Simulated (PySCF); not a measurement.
Gas-phase reaction: 3 WOF4 + O3 = 3 WO2F2 + 3 F2

Method: PySCF energies (xtb for GFN2) plus ideal-gas RRHO corrections (1 bar). † marks an energy on the PBE0/def2-TZVP geometry and frequencies; other levels use their own. MP2 and CCSD(T) freeze the core. All species are closed-shell singlets. B3LYP is the form with VWN-RPA correlation. W: scalar-relativistic def2 core potential, no spin-orbit coupling. WO2F2: computed as isolated molecules; such fragments, hydroxides, amides, oligomers or adducts are transient or little studied in the gas. MP2 isn't extrapolated to the basis-set limit. CCSD(T) isn't extrapolated to the basis-set limit. Strong static correlation: O3. Warning, large T1 diagnostic: O3, WO2F2, WOF4 (CCSD(T)/def2-TZVPP†). Warning, point group unlike the PBE0 one: WO2F2 (GFN2-xTB).

```
level                ΔH°(298 K), kJ
-------------------  --------------
B3LYP/def2-TZVP†         (withheld)
BLYP/def2-TZVP†                1057
CCSD(T)/def2-TZVPP†            1075
GFN2-xTB                       1771
HF/def2-TZVP†                  1095
M06-2X/def2-TZVP†        (withheld)
MP2/def2-SVP†                  1088
r2SCAN/def2-TZVP†              1159
LDA/def2-TZVP†           (withheld)
ωB97M-V/def2-TZVP†       (withheld)
```

Question: Complete the blanks.

Answer: 
- B3LYP/def2-TZVP†, ΔH°(298 K), kJ: 1080
- M06-2X/def2-TZVP†, ΔH°(298 K), kJ: 1091
- LDA/def2-TZVP†, ΔH°(298 K), kJ: 1243
- ωB97M-V/def2-TZVP†, ΔH°(298 K), kJ: 1107
